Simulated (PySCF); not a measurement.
CH7O2SSi2 (doublet state).
Z-matrix (Å and degrees, GFN2-xTB geometry), rows numbered from 1:
```
O 
C   1  1.3599
O   2  1.3538  1  113.26
Si  2  1.8366  1  127.28  3  -180.00
S   4  2.1726  2   99.69  1    -0.01
Si  5  2.1317  4  103.05  2   179.96
H   1  0.9664  2  109.16  3   179.97
H   3  0.9683  2  107.91  1    -0.02
H   4  1.4670  2  115.90  1  -115.50
H   4  1.4670  2  115.85  1   115.51
H   6  1.4570  5  108.03  4   -60.03
H   6  1.4511  5  103.03  4   179.93
H   6  1.4570  5  108.04  4    59.88
```

The hyperfine couplings belong to this conformer and change with its torsions.

Identity: `O[C](O)[SiH2]S[SiH3]` [radical].

Computed with UKS B3LYP, pcH-1 on C H O S Si, non-relativistic, mean-field spin-orbit, GIAO (PySCF 2.14.0). Geometry: GFN2-xTB, one conformer, isolated molecule. Couplings are sensitive to structure, and on GFN2-xTB geometries they can be far from those on DFT ones. Stability of the SCF solution: not tested.

Predict the first-order ENDOR lines of C2, H9/H10, H7/H8, H11/H12/H13, Si4 and Si6 under fast tumbling at B = 339.8 mT (X band).

ν± = |νn ± a/2|, one line for each electron-spin manifold; νn = |g_N| × 7.62259 MHz/T × B.

```tsv
nuclei	isotope	g_N	νn (MHz)	a_iso (MHz)	lower line (MHz)	upper line (MHz)
C2	13C	1.4048	3.64	70.60	31.66	38.94
H9/H10	1H	5.5857	14.47	56.34	13.70	42.64
H7/H8	1H	5.5857	14.47	-10.91	9.01	19.92
H11/H12/H13	1H	5.5857	14.47	0.71	14.11	14.82
Si4	29Si	-1.1106	2.88	50.86	22.56	28.31
Si6	29Si	-1.1106	2.88	1.46	2.15	3.60
```

The rows for 13C and 29Si, of low natural abundance, apply to labelled samples.

Which pairs are centred on the nuclear Larmor frequency, and which on half the coupling?

Centred on νn, since |a| < 2νn: H7/H8, H11/H12/H13 and Si6. Centred on |a|/2 and split by 2νn: C2, H9/H10 and Si4.

Means are taken over nuclei equivalent by connectivity, which assumes that they swap fast.

The largest Mulliken spin populations are on C2 (+0.72), O3 (+0.10) and O1 (+0.10). C2 is the only atom above +0.15. The angles at C2 add up to 360.0°, so it is planar.
